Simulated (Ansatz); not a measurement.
`[CH3][Mo]([F])(=[S])=[S]` + `F/C(Cl)=C\C(F)F` → `[CH3][Mo](=[S])(=[S])[Cl]` + `FC(F)=CC(F)F` at 700 K and 1 bar (formal exchange of groups at a Mo–F bond).

Isolated molecules relaxed with PBE0-D4/def2-TZVP in Ansatz; ΔE leaves out vibrations. CCSD(T)/CBS adds triple-zeta CCSD(T) − MP2 to the extrapolated MP2 energy (def2 sets, frozen cores). Elements past krypton have def2 core potentials. For Mo outer-core shells are correlated without core-valence functions, which leaves a few kJ/mol of doubt a bond. Each species was taken in one conformer, which may not be the lowest.

| species | CCSD(T)/CBS energy (Eh) | H − E (kJ/mol) | S (J/(mol·K)) |
| --- | --- | --- | --- |
| `[CH3][Mo]([F])(=[S])=[S]` | -1003.45925 | 181.5 | 468.2 |
| `F/C(Cl)=C\C(F)F` | -874.47324 | 202.8 | 465.6 |
| `[CH3][Mo](=[S])(=[S])[Cl]` | -1363.45399 | 180.7 | 481.8 |
| `FC(F)=CC(F)F` | -514.48665 | 205.0 | 450.4 |

H − E and S are ideal-gas, rigid-rotor, harmonic terms from PBE0-D4/def2-TZVP, for one conformer and one mirror image of each species. 1 Eh = 2625.50 kJ/mol, R = 8.31446 J/(mol·K).

**Question.** By hand: ΔE, ΔH, ΔS and ΔG.

**Answer.** ΔE = (-1363.45399) + (-514.48665) − (-1003.45925) − (-874.47324) = -0.00815 Eh = -21.4 kJ/mol. Δ(H − E) = 180.7 + 205.0 − 181.5 − 202.8 = 1.4, so ΔH = -20.0 kJ/mol. ΔS = 481.8 + 450.4 − 468.2 − 465.6 = -1.6 J/(mol·K). ΔG = -20.0 − 700 × (-1.6)/1000 = -18.9 kJ/mol.

**Question.** By hand: the equilibrium constant, and the temperature at which ΔG would vanish if ΔH and ΔS stayed fixed.

**Answer.** log₁₀ K = −ΔG/(RT ln 10) = 1.4. ΔG = 0 at ΔH/ΔS = 12500 K, far beyond where these terms or the molecules hold.

The number of gas molecules stays the same, so ΔS is small and ΔH decides. A doubt of 5 kJ/mol in ΔE shifts log₁₀ K by 0.4 here. Other conformers and mirror images would add mixing entropy, several J/(mol·K) or more a flexible species. Modes under 60 cm⁻¹, often nearly free rotors, make the harmonic entropy too high. These are equilibria of isolated gas molecules and say nothing of rates. Largest T1 diagnostic: 0.025 (customary marks: 0.02 for closed shells, 0.045 for open ones).
